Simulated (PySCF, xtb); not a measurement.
C4H7BN2, SMILES CB1C=NCN=C1.

GFN2-xTB (xtb 6.7.1) at its own geometry gives an orbital gap of 1.36 eV and a dipole moment of 1.83 D.

Geometry optimised at PBE0-D3(BJ)/def2-SVP. The structure was generated by enumeration, and PubChem lists no compound with its InChIKey, so it may never have been made. The values are those of a single conformer.

### Question
What does PySCF with PBE/def2-TZVP give? (An estimate is asked for; the answer gives what the named calculation found.)

### Answer
gap 1.77 eV (levels -5.11 and -3.34 eV), dipole 1.21 D.
